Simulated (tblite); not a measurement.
C4H9NOSi.
SMILES with atom numbers: `[NH2:1][C:2](=[O:3])[CH2:4]/[CH:5]=[CH:6]\[SiH3:7]` (hydrogens: H8, H9 on N1; H10, H11 on C4; H12 on C5; H13 on C6; H14, H15, H16 on Si7)

A start from a force field or distance geometry was refined with GFN2-xTB geometry optimisation, gas phase in tblite. Values at the start:

| coordinate | start |
| --- | --- |
| N1–C2 | 1.437 Å |
| N1–H8 | 1.048 Å |
| N1–H9 | 1.045 Å |
| C2=O3 | 1.251 Å |
| C2–C4 | 1.498 Å |
| C4–C5 | 1.489 Å |
| C4–H10 | 1.130 Å |
| C5=C6 | 1.325 Å |
| C5–H12 | 1.095 Å |
| C6–Si7 | 1.829 Å |
| C6–H13 | 1.104 Å |
| Si7–H14 | 1.464 Å |
| Si7–H15 | 1.470 Å |
| N1–C2–O3 | 122.5° |
| N1–C2–C4 | 120.5° |
| C2–C4–C5 | 110.8° |
| O3–C2–C4 | 117.0° |
| C4–C5–C6 | 123.8° |
| C5–C6–Si7 | 124.9° |

**Question.** How do these coordinates change at the GFN2-xTB level?

**Answer.** 
```tsv
coordinate	GFN2-xTB (Å or °)	change
N1–C2	1.351	-0.086
C6–Si7	1.884	+0.055
C2=O3	1.208	-0.043
N1–H8	1.006	-0.042
N1–H9	1.004	-0.041
C4–H10	1.091	-0.039
C2–C4	1.529	+0.031
C6–H13	1.084	-0.020
C5–H12	1.085	-0.010
C4–C5	1.493	+0.004
C5=C6	1.329	+0.004
Si7–H15	1.473	+0.003
Si7–H14	1.464	0.000
N1–C2–C4	113.1	-7.4
O3–C2–C4	123.9	+6.9
C5–C6–Si7	127.1	+2.2
C4–C5–C6	125.3	+1.5
C2–C4–C5	110.0	-0.8
N1–C2–O3	123.0	+0.5
```

The energy falls by 15.7 kcal/mol over 130 L-BFGS steps, the largest force on an atom goes from 3.15 to 0.009 eV/Å, and the atoms move by 0.802 Å rms after alignment. The bond that changes most is N1–C2 (amide nitrogen to amide carbonyl carbon), which shortens by 0.086 Å. Bonds longer at the end by more than 0.005 Å: 3 of 15; shorter: 8. Among the dihedrals that turn most is O3–C2–C4–H11, from 51° to 121°. Rotational constants go from 4228, 1053, 961.3 to 4679, 1072, 982.3 MHz.

Hardware: one thread of an Arm Neoverse V1, shared host with 32 logical CPUs at a one-minute load of 26. Cost: 0.82 s.

Its GFN2-xTB frequencies are all real (lowest 19 cm⁻¹). The numbers are those of one conformer. 3 starts were optimised and ended at 0.00, 0.00 and 2.45 kcal/mol (GFN2-xTB); the lowest of these is shown.

These are computed values.
